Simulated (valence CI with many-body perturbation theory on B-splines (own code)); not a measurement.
# Ladder of approximations for Al6+

Level of theory: configuration interaction combined with many-body perturbation theory (CI+MBPT): five valence electrons over a frozen Dirac-Fock core [He], radial functions for each j: 9 s, 9 p, 8 d, 6 f, 3 g, 1 h, with the one-electron correlation potential Σ1, the two-electron term Σ2, the three-electron term Σ3, Breit, model QED; selected CI, second order for the rest, scaled by the run's own slope (own B-spline code, finite nucleus).

Against 27 measured levels this calculation errs by 253 cm⁻¹ on average and by 601 at most. These come from a selection out of NIST levels in Kelleher and Podobedova, J. Phys. Chem. Ref. Data 37, 709 (2008); Martin and Zalubas, J. Phys. Chem. Ref. Data 8, 817 (1979). Levels without a partner in it may be off by more. Among the levels kept, up to 2700 cm⁻¹ of a level comes from second order outside the variational space, and about a tenth of that is noise between levels of different J, which matters for small intervals. 1 measured level below the end of the list, from 1318010 cm⁻¹ on, found no clear computed partner, and computed levels of the same name lie up to 2685 cm⁻¹ from them.

Each rung adds one term. CI alone is the Dirac-Coulomb CI over the frozen core; QED comes last and gives the full result, which names the levels. Energies are above 2s2 2p3 4S°_3/2 on the same rung, in cm⁻¹.

Letters in brackets count levels of one name in rising energy.

```tsv
Level	CI alone	Σ1	Σ2	Σ3	Breit	QED	Full
2s2 2p3 2D°_3/2	62420	+46	+282	-238	+82	+1	62593
2s2 2p3 2D°_5/2	62748	+50	+274	-239	-176	+2	62659
2s2 2p3 2P°_1/2	94634	+37	+569	-310	+57	-6	94980
2s2 2p3 2P°_3/2	94964	+41	+553	-309	-6	-5	95238
2s 2p4 4P_5/2	281821	-850	-276	-219	+22	-229	280269
2s 2p4 4P_3/2	284259	-838	-276	-220	+33	-222	282736
2s 2p4 4P_1/2	285655	-831	-273	-221	-68	-219	284044
2s 2p4 2D_5/2	388444	-799	-561	-534	-70	-229	386252
2s 2p4 2D_3/2	388403	-800	-561	-534	+14	-229	386294
2s 2p4 2S_1/2	455434	-761	-310	-661	+188	-229	453661
2s 2p4 2P_3/2	482021	-822	-1829	-927	+60	-242	478262
2s 2p4 2P_1/2	485067	-805	-1817	-925	-42	-233	481245
2p5 2P°_3/2	741121	-1600	-2132	-923	+172	-453	736184
2p5 2P°_1/2	745275	-1579	-2130	-922	-76	-442	740126
2s2 2p2 3s 4P_1/2	1145770	+1364	+190	-454	-77	+70	1146870
2s2 2p2 3s 4P_3/2	1147430	+1373	+187	-454	-192	+75	1148420
2s2 2p2 3s 4P_5/2	1150010	+1386	+192	-455	-518	+82	1150700
2s2 2p2 3s 2P_1/2	1162990	+1371	-4	-455	-122	+74	1163850
2s2 2p2 3s 2P_3/2	1166080	+1387	-7	-456	-458	+82	1166630
2s2 2p2 3s 2D_5/2	1197530	+1416	+314	-611	-412	+81	1198320
2s2 2p2 3s 2D_3/2	1197580	+1416	+312	-610	-403	+81	1198380
2s2 2p2 3p 2S°_1/2	1211020	+1227	+48	-461	-286	+27	1211570
2s2 2p2 3p 4D°_1/2	1219120	+1213	+46	-454	-35	+19	1219910
2s2 2p2 3p 4D°_3/2	1220080	+1217	+38	-454	-105	+21	1220800
2s2 2p2 3p 4D°_5/2	1221680	+1226	+29	-454	-246	+26	1222270
2s2 2p2 3p 4D°_7/2	1223940	+1237	+47	-456	-550	+33	1224250
2s2 2p2 3p 4P°_1/2	1226270	+1220	+49	-452	-176	+24	1226930
2s2 2p2 3p 4P°_3/2	1226910	+1222	+51	-452	-261	+24	1227490
2s2 2p2 3p 4P°_5/2	1228440	+1230	+71	-454	-448	+30	1228870
2s2 2p2 3p 2D°_3/2 [a]	1236080	+1230	+103	-489	-202	+24	1236740
2s2 2p2 3p 2D°_5/2 [a]	1239190	+1246	+97	-490	-482	+33	1239590
```

The middle columns are the shifts that each term adds.

(1) How does the ionisation energy move along the ladder, and which term matters most?

Results:

(1) CI alone 241.60, + Σ1 241.78, + Σ2 241.79, + Σ3 241.73, + Breit 241.72, + QED 241.72 eV. The largest step is Σ1, 0.18 eV. NIST lists 241.76 ± 0.09 eV (semi-empirical).
